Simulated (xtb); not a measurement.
xtb input (GFN1-xTB):

```bash
xtb mol.xyz --gfn 1 --opt tight --chrg 0 --uhf 0
```
mol.xyz:
```
13

C      2.52073946    -0.61290978    -0.30646939
C      1.27512509    -0.92863379     0.02718285
C      0.35780191    -0.07320924     0.84939228
B     -0.93760889     0.37333128     0.06476178
O     -1.64400357    -0.58742489    -0.61261699
O     -1.30175009     1.69344129     0.11018283
H      3.12578537    -1.26855667    -0.91947552
H      2.97971758     0.31277165     0.02291426
H      0.85448720    -1.86392057    -0.33054470
H      0.88585033     0.80202826     1.23145268
H      0.01799054    -0.64854315     1.72173276
H     -2.42653080    -0.28915193    -1.08609988
H     -2.10522525     1.92910168    -0.36494979
```

Output:

```
           -------------------------------------------------
          |                Calculation Setup                |
           -------------------------------------------------

           -------------------------------------------------
          |                 G F N 1 - x T B                 |
           -------------------------------------------------

        Reference                      10.1021/acs.jctc.7b00118
      * Hamiltonian:
        H0-scaling (s, p, d)           1.850000    2.250000    2.000000
        zeta-weighting                 0.000000
      * Dispersion:
        s8                             2.400000
        a1                             0.630000
        a2                             5.000000
        s9                             0.000000
      * Repulsion:
        kExp                           1.500000
        rExp                           1.000000
      * Coulomb:
        alpha                          2.000000
        third order                    atomic
        anisotropic                    false
      * Halogen bond correction:
        rad-scale                      1.300000
        damping                        0.440000

          ...................................................
          :                      SETUP                      :
          :.................................................:
          :  # basis functions                  38          :
          :  # atomic orbitals                  38          :
          :  # shells                           26          :
          :  # electrons                        34          :
          :  # halogen bonds                     0          :
          :  max. iterations                   250          :
          :  Hamiltonian                  GFN1-xTB          :
          :  restarted?                      false          :
          :  GBSA solvation                  false          :
          :  PC potential                    false          :
          :  electronic temp.          300.0000000     K    :
          :  accuracy                    1.0000000          :
          :  -> integral cutoff          0.2500000E+02      :
          :  -> integral neglect         0.1000000E-07      :
          :  -> SCF convergence          0.1000000E-05 Eh   :
          :  -> wf. convergence          0.2000000E-04 e    :
          :  Broyden damping             0.4000000          :
          :  net charge                          0          :
          :  unpaired electrons                  0          :
          ...................................................

 iter      E             dE          RMSdq      gap      omega  full diag
   1    -21.1494297 -0.211494E+02  0.856E+00    5.18       0.0  T
   2    -21.2276646 -0.782349E-01  0.493E+00    5.21       1.0  T
   3    -21.2269079  0.756709E-03  0.107E+00    5.26       1.0  T
   4    -21.2305576 -0.364975E-02  0.278E-01    5.23       1.0  T
   5    -21.2313475 -0.789867E-03  0.477E-02    5.25       1.0  T
   6    -21.2313515 -0.397467E-05  0.251E-02    5.25       1.1  T
   7    -21.2313573 -0.585774E-05  0.136E-02    5.24       2.0  T
[...]
        14        2.0000           -0.4976398             -13.5415
        15        2.0000           -0.4706969             -12.8083
        16        2.0000           -0.4615692             -12.5599
        17        2.0000           -0.4179394             -11.3727 (HOMO)
        18                         -0.2232408              -6.0747 (LUMO)
        19                         -0.1711226              -4.6565
        20                         -0.1450602              -3.9473
        21                         -0.0981719              -2.6714
        22                         -0.0932150              -2.5365
        23                         -0.0876639              -2.3855
        24                         -0.0775740              -2.1109
        25                         -0.0442755              -1.2048
        26                         -0.0304403              -0.8283
        27                          0.1312796               3.5723
        28                          0.1660740               4.5191
       ...                                ...                  ...
        38                          0.6353022              17.2875
      -------------------------------------------------------------
                  HL-Gap            0.1946986 Eh            5.2980 eV
             Fermi-level           -0.3205901 Eh           -8.7237 eV

  Mulliken/CM5 charges         n(s)   n(p)   n(d)
     1C    -0.10209 -0.20426   1.041  3.061  0.000
     2C    -0.00567 -0.06276   1.067  2.939  0.000
     3C    -0.13581 -0.17196   1.038  3.098  0.000
     4B     0.55812  0.38713   0.830  1.612  0.000
     5O    -0.58069 -0.72703   1.677  4.904  0.000
     6O    -0.57994 -0.72555   1.677  4.903  0.000
     7H     0.02618  0.07897   0.974  0.000  0.000
     8H     0.02527  0.07864   0.975  0.000  0.000
     9H     0.02702  0.08577   0.973  0.000  0.000
    10H     0.03637  0.09929   0.964  0.000  0.000
    11H     0.04409  0.10588   0.956  0.000  0.000
    12H     0.34355  0.52796   0.656  0.000  0.000
    13H     0.34360  0.52793   0.656  0.000  0.000

Wiberg/Mayer (AO) data.
largest (>0.10) Wiberg bond orders for each atom

 ---------------------------------------------------------------------------
     #   Z sym  total        # sym  WBO       # sym  WBO       # sym  WBO
 ---------------------------------------------------------------------------
     1   6 C    3.994 --     2 C    1.973     8 H    0.979     7 H    0.978
     2   6 C    3.994 --     1 C    1.973     3 C    1.019     9 H    0.972
     3   6 C    3.987 --     2 C    1.019    10 H    0.976     4 B    0.963
                            11 H    0.947
     4   5 B    3.241 --     6 O    1.109     5 O    1.105     3 C    0.963
     5   8 O    2.059 --     4 B    1.105    12 H    0.867
     6   8 O    2.060 --     4 B    1.109    13 H    0.867
     7   1 H    1.007 --     1 C    0.978
     8   1 H    1.005 --     1 C    0.979
     9   1 H    1.005 --     2 C    0.972
    10   1 H    1.002 --     3 C    0.976
    11   1 H    1.006 --     3 C    0.947
    12   1 H    0.891 --     5 O    0.867
    13   1 H    0.891 --     6 O    0.867
 ---------------------------------------------------------------------------

Topologies differ in total number of bonds
Writing topology from bond orders to xtbtopo.mol

 dipole moment from electron density (au)
     X       Y       Z
  -1.3047   0.3703  -0.5664  total (Debye):    3.736

           -------------------------------------------------
          |                Geometry Summary                 |
           -------------------------------------------------

      molecular mass/u    :       85.8976308
   center of mass at/Å    :       -0.0482836       0.0142616      -0.0019665
  moments of inertia/u·Å² :        0.7424352E+02   0.2496945E+03   0.2888831E+03
rotational constants/cm⁻¹ :        0.2270586E+00   0.6751304E-01   0.5835451E-01

 * 11 selected distances

     #   Z          #   Z                                           value/Å
     1   6 C        2   6 C                                       1.3229026
     3   6 C        4   5 B                                       1.5790747 (max)
     4   5 B        5   8 O                                       1.3703616
Note: The following floating-point exceptions are signalling: IEEE_DENORMAL
normal termination of xtb
     4   5 B        6   8 O                                       1.3694651
     1   6 C        7   1 H                                       1.0818694
     1   6 C        8   1 H                                       1.0828428
     2   6 C        9   1 H                                       1.0870256
     3   6 C       10   1 H                                       1.0927274
     3   6 C       11   1 H                                       1.0957695
     5   8 O       12   1 H                                       0.9588296 (min)
     6   8 O       13   1 H                                       0.9589647

 * 5 distinct bonds (by element types)

   Z      Z             #   av. dist./Å        max./Å        min./Å
   1 H    6 C           5     1.0880469     1.0957695     1.0818694
   5 B    6 C           1     1.5790747     1.5790747     1.5790747
   6 C    6 C           1     1.3229026     1.3229026     1.3229026
   1 H    8 O           2     0.9588971     0.9589647     0.9588296
   5 B    8 O           2     1.3699134     1.3703616     1.3694651

optimized geometry written to: xtbopt.xyz

           -------------------------------------------------
          | TOTAL ENERGY              -21.000442776769 Eh   |
          | GRADIENT NORM               0.000140663967 Eh/α |
          | HOMO-LUMO GAP               5.298018838453 eV   |
           -------------------------------------------------

------------------------------------------------------------------------
------------------------------------------------------------------------
 total:
 SCF:
 ANC optimizer:
```
